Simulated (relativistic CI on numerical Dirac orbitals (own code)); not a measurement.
**Nb XIII: q coefficients and field-shift factors**

These numbers are calculated, not measured: Dirac-Coulomb-Breit CI, separate exchange-only KLI orbitals for each configuration, derivatives by finite differences, unscaled Slater integrals, QED left out (own radial code, finite nucleus).

CI space (outside the closed core [Ar] 3d10): 4s, 4p, 4d, 4f, 5s, 5p, 5d, 5f. Levels of other configurations are missing.

With x = (α/α₀)² − 1 an excitation energy changes as ω = ω₀ + qx; K = 2q/ω₀ is the relative enhancement. Terms are leading LS components, so labels can repeat. The field-shift factor is F = δν/δ⟨r²⟩ for the transition from the lowest level.

Lowest level 4s 2S_1/2.

| Level | ω₀ (cm⁻¹) | q (cm⁻¹) | K | F (GHz/fm²) |
| --- | --- | --- | --- | --- |
| 4p 2P°_1/2 | 220664 | 9218 | 0.0835 | -30.3 |
| 4p 2P°_3/2 | 246938 | 36890 | 0.299 | -30.7 |
| 4d 2D_3/2 | 601517 | 39480 | 0.131 | -30.1 |
| 4d 2D_5/2 | 605758 | 43740 | 0.144 | -30.1 |
| 4f 2F°_7/2 | 951402 | 41220 | 0.0867 | -29 |
| 4f 2F°_5/2 | 951421 | 41250 | 0.0867 | -29 |
| 5s 2S_1/2 | 970688 | 24080 | 0.0496 | -17.2 |
| 5p 2P°_1/2 | 1065404 | 27380 | 0.0514 | -29.4 |
| 5p 2P°_3/2 | 1076322 | 38840 | 0.0722 | -29.5 |
| 5d 2D_3/2 | 1230462 | 39960 | 0.0649 | -29.3 |
| 5d 2D_5/2 | 1232348 | 41850 | 0.0679 | -29.3 |
| 5f 2F°_5/2 | 1383718 | 40990 | 0.0593 | -28.9 |
| 5f 2F°_7/2 | 1383729 | 41000 | 0.0593 | -28.9 |

At this charge energies of transitions that change n are usually good to better than 1 %, and those within a shell (Δn = 0) to a few per cent.
